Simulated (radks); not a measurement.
Initial-state core-level shifts of the chlorine ion Cl2+ when its valence configuration changes from [Ne] 3s2 3p3. Calculated with a radial shooting solver on a logarithmic mesh with Libxc functionals: scalar-relativistic Kohn-Sham, r2SCAN, spin-polarised, spherical densities, finite nucleus; open shells are filled with parallel spins first; meta-GGA in the generalised Kohn-Sham scheme; Fermi nuclear charge, rms radius 3.3654 fm. Shifts are changes of the shell-averaged eigenvalues in eV (positive: less bound); the change of the density at the nucleus, which sets a Mossbauer isomer shift, is in e/bohr^3, on a base of 3604.

[
 {"valence": "3s1 3p4", "1s": "-1.401", "2s": "-1.358", "2p": "-1.356", "density at nucleus": "-14.4588"},
 {"valence": "3p5", "1s": "-3.228", "2s": "-3.072", "2p": "-3.081", "density at nucleus": "-29.6614"},
 {"valence": "3s1.5 3p3.5", "1s": "-0.687", "2s": "-0.669", "2p": "-0.667", "density at nucleus": "-7.3631"},
 {"valence": "3s0.5 3p4.5", "1s": "-2.386", "2s": "-2.274", "2p": "-2.280", "density at nucleus": "-22.0712"}
]
